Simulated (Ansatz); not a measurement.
Consider the formal hydrolysis of the Si–F bond: `[OH][GeH2][SiH](O)F` + H₂O → `[OH][GeH2][SiH](O)O` + H–F.

Calculated with Ansatz (gas phase, PBE0-D4/def2-TZVP geometries, no zero-point term in ΔE). CCSD(T)/CBS adds triple-zeta CCSD(T) − MP2 to the extrapolated MP2 energy (def2 sets, frozen cores). This one scheme is used for every species. For Ge outer-core shells are correlated without core-valence functions, which leaves a few kJ/mol of doubt a bond. Scalar relativity is left out up to krypton. Each species was taken in one conformer, which may not be the lowest.

`[OH][GeH2][SiH](O)F`:

```xyz
10

O    -0.621   -1.405   -1.568
Ge    0.752   -0.335   -1.164
Si    0.148    0.716    0.897
O    -1.272   -0.033    1.235
F    -0.081    2.289    0.712
H    -1.281   -1.381   -0.869
H     0.939    0.652   -2.329
H     2.016   -1.207   -1.033
H     1.095    0.594    2.036
H    -1.696    0.109    2.084
```

H₂O:

```xyz
3

O    -0.169    0.343   -0.071
H     0.747    0.101   -0.222
H    -0.579   -0.444    0.293
```

`[OH][GeH2][SiH](O)O`:

Cartesian coordinates in Å:
```
O 0.162 0.204 1.987
Ge 0.800 0.992 0.489
Si -0.139 -0.613 -1.003
O -1.370 0.154 -1.774
O -0.605 -1.816 0.006
H 0.334 0.689 2.796
H 0.261 2.436 0.424
H 2.340 1.057 0.590
H 0.768 -1.226 -2.005
H -1.861 -0.335 -2.438
H -0.689 -1.543 0.928
```

H–F:

```xyz
2

F    -0.186    0.029   -0.420
H     0.186   -0.029    0.420
```

```json
{"species": "`[OH][GeH2][SiH](O)F`", "SCS-MP2/def2-QZVPP energy (Eh)": "-2618.10197"}
{"species": "H₂O", "SCS-MP2/def2-QZVPP energy (Eh)": "-76.34808"}
{"species": "`[OH][GeH2][SiH](O)O`", "SCS-MP2/def2-QZVPP energy (Eh)": "-2594.07411"}
{"species": "H–F", "SCS-MP2/def2-QZVPP energy (Eh)": "-100.36288"}
```

Question: Work out ΔE.

Answer: ΔE = (-2594.07411) + (-100.36288) − (-2618.10197) − (-76.34808) = 0.01306 Eh = +0.36 eV. CCSD(T)/CBS gives +0.34 eV.

Largest T1 diagnostic among the species: 0.012.

The D4 term adds −0.04 eV with B3LYP and −0.02 eV with PBE0; it sums over pairs of atoms, weighted by their polarisabilities, and B3LYP, whose exchange is more repulsive, gets the larger term. In def2-TZVPP, CCSD(T) changes the Hartree–Fock value by −0.11 eV (the triples alone add −0.02 eV) and MP2 by −0.14 eV.

B3LYP here is the variant with VWN-RPA as its local correlation; programs differ in this.
